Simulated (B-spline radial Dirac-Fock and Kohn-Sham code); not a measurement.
## Compton profile of Pt⁷⁺

System: platinum as Pt⁷⁺, configuration [Xe] 4f14 5d3.

The run's input, task.json:

```json
{"items": [{
  "Z": 78,
  "q": 7,
  "cfg": [[1, 0, 2], [2, 0, 2], [2, 1, 6], [3, 0, 2], [3, 1, 6], [3, 2, 10], [4, 0, 2], [4, 1, 6], [4, 2, 10], [4, 3, 14], [5, 0, 2], [5, 1, 6], [5, 2, 3]],
  "A": 195,
  "rrms": 5.427,
  "do": ["scatter"],
  "s": [0.0, 0.07, 0.09, 0.11, 0.13, 0.15, 0.19, 0.22, 0.27, 0.33, 0.4, 0.48, 0.58, 0.7, 0.84, 1.01, 1.22, 1.48, 1.79, 2.16, 2.6, 3.14, 3.79],
  "pz": [0, 0.1, 0.2, 0.3, 0.4, 0.5, 0.6, 0.8, 1.0, 1.2, 1.4, 1.6, 1.8, 2.0, 2.5, 3.0, 4.0, 5.0, 7.0, 10.0, 15.0, 20.0, 30.0, 40.0, 60.0, 100.0],
  "hv_scatter": [2000, 5000, 8047.8, 10000, 20000, 100000, 200000, 500000]
}]}
```

Launch: `python xray_run.py task.json out`

Calculated with a radial finite-basis atomic code, using the impulse approximation on configuration-average Dirac-Fock orbitals. pz is in atomic units of momentum; subshell profiles are per electron, for a selection of subshells; open shells are spread over both j values by their weights.

```tsv
pz	J total	J 2s1/2	J 4f5/2	J 5d5/2
0	6.416	0.0336	0.0683	0.222
0.2	6.396	0.0336	0.0683	0.222
0.3	6.371	0.0336	0.0683	0.222
0.4	6.336	0.0336	0.0683	0.222
0.5	6.289	0.0336	0.0683	0.222
0.6	6.230	0.0336	0.0683	0.221
0.8	6.074	0.0335	0.0683	0.219
1	5.865	0.0335	0.0683	0.214
1.2	5.608	0.0334	0.0683	0.203
1.4	5.315	0.0333	0.0682	0.187
1.6	5.003	0.0332	0.0682	0.166
1.8	4.692	0.0331	0.0681	0.142
2	4.398	0.0330	0.0680	0.117
2.5	3.803	0.0327	0.0673	0.0622
3	3.401	0.0322	0.0657	0.0285
4	2.856	0.0312	0.0596	0.00704
5	2.349	0.0299	0.0503	0.00555
7	1.493	0.0268	0.0308	0.00380
10	0.8398	0.0213	0.0122	0.000797
15	0.4151	0.0124	0.00228	0.000304
20	0.2303	0.00611	0.000446	0.000226
30	0.08845	0.00137	2.49e-05	5.02e-05
40	0.04116	0.000827	2.24e-06	9.65e-06
60	0.01306	0.000694	< 1e-6	< 1e-6
100	0.002700	0.000207	< 1e-6	< 1e-6
```

J(0) = 6.416. The 5p3/2 subshell gives the largest part, 16 %.

Mean momentum ⟨p⟩ by subshell (a.u.): 1s1/2 83.5, 2s1/2 29.8, 2p1/2 39.2, 2p3/2 34.1, 3s1/2 15.0, 3p1/2 17.9, 3p3/2 16.4, 3d3/2 19.7, 3d5/2 19.2, 4s1/2 7.75, 4p1/2 8.71, 4p3/2 8.06, 4d3/2 8.90, 4d5/2 8.68, 4f5/2 8.93, 4f7/2 8.82, 5s1/2 3.37, 5p1/2 3.60, 5p3/2 3.33, 5d3/2 3.23, 5d5/2 3.15.
